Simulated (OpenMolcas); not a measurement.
Pd2+ (d8) in a complex was computed by SS-CASPT2, IPEA 0.25 Eh, imaginary shift 0.1 Eh with the d shell active (OpenMolcas, ANO-RCC-VDZP on the metal). Its lowest spin-free states, and all those of the highest spin:

| 2S+1 | Degeneracy | E (cm-1) |
| --- | --- | --- |
| 3 | 2 | 0 |
| 3 | 1 | 1810 |
| 3 | 1 | 4810 |
| 1 | 1 | 8020 |
| 1 | 2 | 9060 |
| 1 | 1 | 9380 |
| 3 | 2 | 9570 |
| 1 | 1 | 10570 |
| 1 | 1 | 15690 |
| 3 | 2 | 17570 |
| 3 | 1 | 18100 |
| 1 | 1 | 18530 |
| 3 | 1 | 19870 |

Task: Is the site octahedral, tetrahedral or cube-like, axial, or of lower symmetry?

Result: The states with 2S+1 = 3 have orbital degeneracies 2, 1, 1, 2, 2, 1, 1. There are pairs but no triples, so the site is axial: not cubic, but with a proper or improper axis of order three or more. The run had Pd2+ with 4 ligands (water) in tetrahedral coordination (D2d) at 2 Å. Ligand basis ANO-RCC-VDZP.

Over all roots computed the reference weight is 0.75 to 0.76; a low but even weight reflects the number of correlated electrons. An orbital doublet at a regular site is open to a Jahn-Teller distortion, which this geometry leaves out. Real 4d8 and 5d8 ions are as a rule square planar and diamagnetic. Ligand-to-metal charge-transfer states are missing. With no ligand orbital active B as a rule stays too high, so bands that hang on it stand too high and its fall with covalency is understated. With one d shell and no ligand orbital active, 10Dq can be off by a tenth or more. No measured value stands beside these numbers; the geometry was imposed, not optimised, and the real ion may take another.
